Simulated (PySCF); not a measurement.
# C$_{9}$H$_{11}$P: full NMR table

| Property | Result |
| --- | --- |
| Formula | C9H11P |
| SMILES | CC(C)=Pc1ccccc1 |
| Point group of the computed structure | C1 |
| Carbon signals | 7 |
| Proton signals | 5 |

Atom-mapped SMILES (the numbers label the heavy atoms): `[CH3:1][C:2]([CH3:3])=[P:4][c:5]1[cH:6][cH:7][cH:8][cH:9][cH:10]1`. Hydrogens are named by the atom that carries them.

Isolated molecule, single conformer, rapidly exchanging positions averaged, non-relativistic. GFN2-xTB geometry; NMR shieldings at PBE0/pcSseg-1/GIAO; PySCF 2.14.

δ = σ(ref) − σ, references computed at the same level: $^{1}$H (σ = 31.72 ppm) and $^{13}$C (σ = 186.93 ppm) vs TMS; H3PO4 for $^{31}$P (σ = 318.38 ppm).

| carbon | δC, type | δH (multiplicity) | HMBC from (2–3 bonds) | span of the C tensor (ppm) |
| --- | --- | --- | --- | --- |
| C1 | 31.5, CH3 | 2.50 (m) | H(C3) | 46 |
| C2 | 217.8, C | – | H(C1), H(C3) | 411 |
| C3 | 30.2, CH3 | 2.14 (m) | H(C1) | 37 |
| C5 | 151.6, C | – | H(C7)/H(C9), H(C6)/H(C10) | 220 |
| C6/C10 | 138.6, CH | 7.65 (m) | H(C7)/H(C9), H(C6)/H(C10), H(C8) | 231 |
| C7/C9 | 133.6, CH | 7.67 (m) | H(C7)/H(C9), H(C6)/H(C10), H(C8) | 236 |
| C8 | 133.5, CH | 7.60 (m) | H(C7)/H(C9), H(C6)/H(C10) | 237 |

Other nuclei:
| atoms | nucleus | environment | δ (ppm) | σ (ppm) |
| --- | --- | --- | --- | --- |
| P4 | $^{31}$P | phosphorus bonded to 2 C | 261.1 | 57.2 |

- δC 217.8: carbon double-bonded to a heavier main-group atom.
- δC 151.6: substituted aromatic carbon.
- δC 138.6, 133.6, 133.5: aromatic CH; the aromatic region.
- δC 31.5, 30.2: methyl carbon; aliphatic region, no heteroatom directly attached.
- δH 7.67, 7.65, 7.60: hydrogen on an aromatic CH; aromatic region.

Splittings by $^{31}$P in the carbon and heteronuclear signals aren't shown, as no couplings were computed. Shifts are as computed. Against solution values, carbons near 30 ppm lie about +3 ppm off and those near 130 ppm about +5 ppm. Of 1211 compounds with measured shifts, 218 miss one by over three times the rms of a fit or turn the order of signals round; such compounds aren't used in these exercises. Experimental scales use liquid or dissolved standards, which lie at an offset from isolated H3PO4. Multiplicities follow the n + 1 count of equivalent neighbours, as no J values were calculated; m marks all less simple cases, F and P coupling included.
